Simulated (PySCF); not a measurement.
Si(OH)3(SeH) (H4O3SeSi), SMILES O[Si](O)(O)[SeH].

The structure is a stationary point at PBE0-D3(BJ)/def2-SVP. The values are those of a single conformer.

Two levels are set side by side: PBE/def2-TZVP (PySCF) and HF/def2-TZVP (PySCF). Same geometry, gas phase. Differences are taken from unrounded values.

| quantity | HF | PBE | PBE minus HF |
|---|---|---|---|
| orbital gap (eV) | 12.85 | 5.22 | -7.63 |
| highest occupied level (eV) | -9.80 | -5.96 | 3.85 |
| lowest empty level (eV) | 3.04 | -0.74 | -3.78 |
| dipole moment (D) | 1.99 | 1.83 | -0.17 |
| mean polarisability (bohr³) | 53.3 | 61.1 | 7.8 |

PBE's occupied levels lie high since its potential decays too fast outside the molecule; exact exchange lowers them and widens the gap. PBE's more diffuse valence density responds more strongly to a field. Differences between two approximate levels are no errors against the true value.

Rough cost on one machine, each run with all the roots and properties that it gave: HF against PBE about 1/3.
